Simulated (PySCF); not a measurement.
A PySCF script (with the pyscf-properties extension) for the NMR shieldings of SMILES CSBN[SiH3], CH₈BNSSi, on a GFN2-xTB geometry:

```python
import basis_set_exchange as bse
import numpy as np
from pyscf import gto, dft
from pyscf.prop import nmr

atoms = """
C    -2.882793   -0.044901   -0.581454
S    -1.652531   -0.850624    0.502788
B    -0.112518   -0.071201    0.020790
N     1.078445   -0.430743    0.657969
Si    2.698783    0.126320    0.345304
H    -3.404643    0.717272   -0.010328
H    -2.385406    0.398047   -1.436789
H    -3.583919   -0.807518   -0.904788
H    -0.108771    0.727174   -0.833918
H     0.994452   -1.127916    1.383459
H     3.503536   -0.506726    1.389453
H     2.734747    1.586133    0.443478
H     3.116231   -0.298575   -0.993691
"""
names = dict.fromkeys(["C", "S", "B", "N", "Si", "H"], "pcSseg-1")
basis = {el: gto.basis.parse(bse.get_basis(n, elements=[el], fmt="nwchem")) for el, n in names.items()}
mol = gto.M(atom=atoms, basis=basis, charge=0, verbose=0)
mf = dft.RKS(mol, xc="PBE0")
mf.grids.level = 2
mf.grids.alignment = dft.numint.BLKSIZE   # the property module wants whole blocks of grid points
mf.conv_tol = 1e-9
mf.kernel()

calc = nmr.RKS(mf)   # GIAO
C = mf.mo_coeff
Co = C[:, mf.mo_occ > 0]
resp = mf.gen_response(singlet=True, hermi=2)
def vind(x):   # induced exchange potential for any number of trial vectors
    d = np.einsum("pi,xij,qj->xpq", C, 2 * x.reshape(-1, C.shape[1], Co.shape[1]), Co, optimize=True)
    return np.einsum("xpq,pi,qj->xij", resp(d - d.transpose(0, 2, 1)), C, Co, optimize=True).ravel()
mo1, _ = nmr.rhf.solve_mo1(calc, with_cphf=vind)
sigma = calc.kernel(mo1)
for i, s in enumerate(sigma):   # ppm
    print("%2d %-2s %9.2f" % (i, mol.atom_pure_symbol(i), np.trace(s) / 3))
```

**Question.** Give the expected output.

**Answer.** 
```
 0 C     167.33
 1 S     539.73
 2 B      54.96
 3 N     181.81
 4 Si    403.78
 5 H      29.14
 6 H      29.49
 7 H      29.45
 8 H      26.23
 9 H      28.52
10 H      27.10
11 H      26.89
12 H      26.88
```

These numbers come from an equivalent density-fitted implementation of the same equations, which agrees with the script to about 0.01 ppm for H and up to a few tenths of a ppm for heavy atoms, so last digits may differ.

Size and cost of the density-fitted run: 139 basis functions, 16 s wall time on 1 thread of an AMD EPYC 7R43 64-Core, shared host; peak memory 0.65 GiB.
